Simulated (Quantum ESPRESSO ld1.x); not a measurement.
Question: I3+, 50 electrons, occupied as [Kr] 4d10 5s2 5p2. Calculated with ld1.x of Quantum ESPRESSO 7.5: Dirac Kohn-Sham, exchange-only PBE, spin-unpolarised, spherical densities, point nucleus; open shells fill j = l - 1/2 first.

Spin-orbit splittings of the eigenvalues, e(l+1/2) - e(l-1/2), with zeta = 2 splitting/(2l+1) and mean radii in bohr:

| shell | occ. | splitting (eV) | zeta (eV) | <r> j=l-1/2 | <r> j=l+1/2 |
|---|---|---|---|---|---|
| 2p | 6 | 298.8 | 199.2 | 0.09846 | 0.1041 |
| 3p | 6 | 56.22 | 37.48 | 0.3040 | 0.3156 |
| 3d | 10 | 11.82 | 4.730 | 0.2865 | 0.2901 |
| 4p | 6 | 10.98 | 7.317 | 0.7723 | 0.8004 |
| 4d | 10 | ? | ? | 0.9107 | 0.9218 |
| 5p | 2 | 1.416 | 0.9441 | 2.089 | 2.162 |

Estimate the 4d splitting.

Answer: 1.727 eV (zeta = 0.6907 eV).
